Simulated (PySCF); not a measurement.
## Electron correlation in Tc (technetium, neutral)

[Kr] 4d5 5s1 5p1, high-spin 8P determinant (an excited configuration). Calculation: PySCF 2.14, in x2c-TZVPPall (8s6p6d2f1g, 79 functions); scalar relativity by spin-free X2C-1e. Frozen: [Ar] 3d10; 15 electrons correlated.

```tsv
level	correlation energy (mhartree)
CCSD	-380.87
(T)	-9.77
CCSD(T)	-390.64
```

Diagnostics: T1 = 0.0094, D1 = 0.0438, largest double amplitude 0.030.

Question: Is a single reference adequate?

Answer: Yes, within this model without spin-orbit coupling: T1 lies below 0.03 and no double amplitude reaches 0.07.

The basis was made for the ground configuration and has no added diffuse functions, which can raise the energy of the promoted electron.

This basis was not built for core-valence correlation, so the inner-shell part is incomplete.
